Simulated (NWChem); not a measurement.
Ionisation of F3Ge

```
Ge
F 1 1.7378
F 1 1.7378 2 106.43
F 1 1.7378 2 106.43 3 113.23
```
Charge 0, spin multiplicity 2.

All runs are NWChem calculations. All single points use one geometry, from UB3LYP/def2-SVP, a minimum by its harmonic frequencies.

Basis set: def2-TZVP. The species with one electron less has spin multiplicity 1 and keeps the geometry of the parent. Δ marks differences of total energies (open shells unrestricted). −ε marks an orbital energy of the parent. That orbital need not have the symmetry of the hole or added electron in the Δ rows. That singlet is a closed-shell solution.

The Hamiltonian is non-relativistic. The correlated methods keep 12 core orbitals frozen. B3LYP has NWChem's definition, with VWN1-RPA local correlation. The structure started from a generated list of species. The unpaired electrons of the parent sit in orbitals of symmetry a' (Cs labels of the run); other states weren't searched. The stability of the SCF solutions was not checked.

Task: Order these methods by the first vertical ionisation energy they give, lowest first: −ε(alpha HOMO) of PBE, −ε(alpha HOMO) of B3LYP, ΔPBE0, ΔB2PLYP.

Result: −ε(alpha HOMO) of PBE (7.34 eV), −ε(alpha HOMO) of B3LYP (8.55 eV), ΔB2PLYP (11.35 eV), ΔPBE0 (11.48 eV)
